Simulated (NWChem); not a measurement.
System: Si$_{2}$H$_{5}$O$_{2}$Cl; SMILES O[Si@@H](Cl)O[SiH3]

Here is an NWChem input.

```
start job
memory heap 200 mb stack 900 mb global 1100 mb
geometry units angstroms noautoz
  O      1.465900    -1.547764     0.627693
  Si     0.743136    -0.594701    -0.495931
  Cl    -1.224658    -1.179939    -0.781379
  O      0.703808     0.976275    -0.027280
  Si    -0.268036     2.316516     0.172018
  H      1.093291    -1.575824     1.514222
  H      1.498898    -0.767992    -1.747377
  H     -1.044932     2.584405    -1.072599
  H      0.619127     3.473380     0.472167
  H     -1.209323     2.100374     1.309308
end
basis spherical
  O library def2-svp
  Si library def2-svp
  Cl library def2-svp
  H library def2-svp
end
dft
  xc b3lyp
  grid xcoarse
  iterations 150
  mulliken
end
task dft gradient
```

NWChem printed, in part:

```
             Northwest Computational Chemistry Package (NWChem) 7.3.0
             --------------------------------------------------------

 C1  symmetry detected

                             Geometry "geometry" -> ""
                             -------------------------

 Output coordinates in angstroms (scale by  1.889725989 to convert to a.u.)

  No.       Tag          Charge          X              Y              Z
 ---- ---------------- ---------- -------------- -------------- --------------
    1 O                    8.0000     1.63402029     1.54201163    -0.48931796
    2 Si                  14.0000     0.54102913     0.73182762     0.42840747
    3 Cl                  17.0000    -1.38807217     1.28881080    -0.08592240
    4 O                    8.0000     0.63899367    -0.88943448     0.20244684
    5 Si                  14.0000    -0.22567812    -2.27427091    -0.13669492
    6 H                    1.0000     1.60047276     1.43504254    -1.44482341
    7 H                    1.0000     0.80744933     1.10079205     1.82848196
    8 H                    1.0000    -1.39847386    -2.39116574     0.77724662
    9 H                    1.0000     0.68697438    -3.43310278     0.06244333
   10 H                    1.0000    -0.69822163    -2.24776070    -1.55167441

 Effective nuclear repulsion energy (a.u.)     371.9020147145

                                 NWChem DFT Module
                                 -----------------

 Summary of "ao basis" -> "ao basis" (spherical)
 ------------------------------------------------------------------------------
       Tag                 Description            Shells   Functions and Types
 ---------------- ------------------------------  ------  ---------------------
 O                          def2-svp                 6       14   3s2p1d
 Si                         def2-svp                 8       18   4s3p1d
 Cl                         def2-svp                 8       18   4s3p1d
 H                          def2-svp                 3        5   2s1p

            General Information
            -------------------
          SCF calculation type: DFT
          Wavefunction type:  closed shell.
          No. of atoms     :    10
          No. of electrons :    66
           Alpha electrons :    33
            Beta electrons :    33
          Charge           :     0
          Spin multiplicity:     1
          Use of symmetry is: off; symmetry adaption is: off
          Maximum number of iterations: 150
          AO basis - number of functions:   107
                     number of shells:    51
          Convergence on energy requested:  1.00D-06
          Convergence on density requested:  1.00D-05
          Convergence on gradient requested:  5.00D-04

              XC Information
              --------------
                         B3LYP Method XC Potential
                     Hartree-Fock (Exact) Exchange  0.200
                        Slater Exchange Functional  0.800 local
                    Becke 1988 Exchange Functional  0.720 non-local
              Lee-Yang-Parr Correlation Functional  0.810
                  VWN I RPA Correlation Functional  0.190 local

             Grid Information
             ----------------
          Grid used for XC integration:  xcoarse
          Radial quadrature: Mura-Knowles
          Angular quadrature: Lebedev.
          Tag              B.-S. Rad. Rad. Pts. Rad. Cut. Ang. Pts.
          ---              ---------- --------- --------- ---------
          O                   0.60       21          12.0       194
          Si                  1.10       42          10.0       194
          Cl                  1.00       42          12.0       194
          H                   0.35       21          12.0       194
          Grid pruning is: on
          Number of quadrature shells:   273
          Spatial weights used:  Erf1

      Superposition of Atomic Density Guess
      -------------------------------------

 Sum of atomic energies:       -1188.67931065

      Non-variational initial energy
      ------------------------------

 Total energy =   -1190.175108
 1-e energy   =   -2385.576000
 2-e energy   =     823.498878
 HOMO         =      -0.393932
 LUMO         =       0.041438

     ---------------------------------------------
      Total Density - Mulliken Population Analysis
     ---------------------------------------------

    Atom       Charge   Shell Charges
 -----------   ------   -------------------------------------------------------
    1 O    8     8.75   1.99  1.10  0.63  3.09  1.93  0.00
    2 Si  14    12.62   2.00  1.99  0.85  0.10  5.93  0.86  0.56  0.33
    3 Cl  17    17.42   2.00  1.99  1.22  0.72  5.94  2.16  3.37  0.01
    4 O    8     8.94   1.99  1.10  0.66  3.13  2.05  0.00
    5 Si  14    13.24   2.00  1.99  0.96  0.26  5.94  1.02  0.90  0.19
    6 H    1     0.65   0.52  0.07  0.06
    7 H    1     1.09   0.69  0.38  0.01
    8 H    1     1.09   0.70  0.38  0.01
    9 H    1     1.10   0.70  0.39  0.01
   10 H    1     1.10   0.70  0.38  0.01

   convergence    iter        energy       DeltaE   RMS-Dens  Diis-err
 ---------------- ----- ----------------- --------- --------- ---------
 d= 0,ls=0.0,diis     1  -1192.3300508933 -1.56D+03  1.30D-02  9.26D-01
 d= 0,ls=0.0,diis     2  -1192.2727117634  5.73D-02  7.13D-03  1.63D+00
 d= 0,ls=0.0,diis     3  -1192.4268741465 -1.54D-01  1.66D-03  4.54D-02
 d= 0,ls=0.0,diis     4  -1192.4304383789 -3.56D-03  6.98D-04  7.00D-03
 d= 0,ls=0.0,diis     5  -1192.4313072160 -8.69D-04  1.32D-04  5.02D-04
  Resetting Diis
 d= 0,ls=0.0,diis     6  -1192.4313504096 -4.32D-05  5.04D-05  5.87D-05
 d= 0,ls=0.0,diis     7  -1192.4313563378 -5.93D-06  2.01D-05  1.54D-06
 d= 0,ls=0.0,diis     8  -1192.4313562417  9.60D-08  1.05D-05  2.59D-06
 d= 0,ls=0.0,diis     9  -1192.4313565213 -2.80D-07  1.73D-06  7.99D-08

         Total DFT energy =    -1192.431356521279
      One electron energy =    -2388.847910918983
           Coulomb energy =      913.871177464279
    Exchange-Corr. energy =      -89.356637781096
 Nuclear repulsion energy =      371.902014714521

 Numeric. integr. density =       66.001919715565

                       DFT Final Molecular Orbital Analysis
                       ------------------------------------

 Vector   31  Occ=2.000000D+00  E=-3.235372D-01
              MO Center= -6.2D-01,  2.5D-01, -1.3D-01, r^2= 4.6D+00
   Bfn.  Coefficient  Atom+Function         Bfn.  Coefficient  Atom+Function
  ----- ------------  ---------------      ----- ------------  ---------------
    45      0.433735   3 Cl pz               42      0.320636   3 Cl pz
    56     -0.225637   4 O  pz               43     -0.196777   3 Cl px
    39      0.186830   3 Cl pz               59     -0.179778   4 O  pz
   103     -0.156063  10 H  s                44      0.154097   3 Cl py
    40     -0.139926   3 Cl px                4     -0.133951   1 O  px

 Vector   32  Occ=2.000000D+00  E=-3.212245D-01
              MO Center= -2.8D-01, -2.9D-01, -1.8D-02, r^2= 5.2D+00
   Bfn.  Coefficient  Atom+Function         Bfn.  Coefficient  Atom+Function
  ----- ------------  ---------------      ----- ------------  ---------------
    45      0.350416   3 Cl pz               56      0.312473   4 O  pz
    42      0.264995   3 Cl pz               59      0.232713   4 O  pz
   103      0.228763  10 H  s                88     -0.178854   7 H  s
    89     -0.169925   7 H  s               104      0.166003  10 H  s
    39      0.153607   3 Cl pz               74     -0.137354   5 Si pz

 Vector   33  Occ=2.000000D+00  E=-3.155117D-01
              MO Center= -4.6D-01,  5.9D-01, -5.0D-02, r^2= 4.2D+00
   Bfn.  Coefficient  Atom+Function         Bfn.  Coefficient  Atom+Function
  ----- ------------  ---------------      ----- ------------  ---------------
    44      0.468585   3 Cl py               41      0.347877   3 Cl py
    54     -0.258899   4 O  px               57     -0.207077   4 O  px
    38      0.201939   3 Cl py                5     -0.189115   1 O  py
     4      0.179261   1 O  px               43      0.155721   3 Cl px
     8     -0.145450   1 O  py                7      0.134610   1 O  px

 Vector   34  Occ=0.000000D+00  E= 1.099853D-02
              MO Center=  4.2D-02, -1.6D+00, -2.2D-01, r^2= 5.6D+00
   Bfn.  Coefficient  Atom+Function         Bfn.  Coefficient  Atom+Function
  ----- ------------  ---------------      ----- ------------  ---------------
    76      0.815039   5 Si py               53     -0.700153   4 O  s
    75      0.549724   5 Si px               84      0.346901   6 H  s
    18      0.344170   2 Si s                 3     -0.289675   1 O  s
    94      0.266732   8 H  s               104      0.265762  10 H  s
    89     -0.222497   7 H  s                77      0.201285   5 Si pz

[...]

                         DFT ENERGY GRADIENTS

    atom               coordinates                        gradient
                 x          y          z           x          y          z
   1 O       3.087851   2.913979  -0.924677   -0.002330  -0.001086   0.003901
   2 Si      1.022397   1.382954   0.809573   -0.001698  -0.001342  -0.005531
   3 Cl     -2.623076   2.435499  -0.162370    0.004284  -0.001789   0.000938
   4 O       1.207523  -1.680787   0.382569   -0.001197   0.001077  -0.000262
   5 Si     -0.426470  -4.297749  -0.258316    0.002122   0.004436   0.000941
   6 H       3.024455   2.711837  -2.730320   -0.000319  -0.000610  -0.001877
   7 H       1.525858   2.080195   3.455330    0.000189   0.000633   0.002273
   8 H      -2.642732  -4.518648   1.468783   -0.001809   0.000100   0.001433
   9 H       1.298193  -6.487624   0.118001    0.001461  -0.001659   0.000346
  10 H      -1.319448  -4.247652  -2.932239   -0.000703   0.000241  -0.002161
```

Level: B3LYP/def2-SVP. All runs use the structure optimised with PBE0/def2-SVP. B3LYP is NWChem's, with the RPA form of VWN correlation.
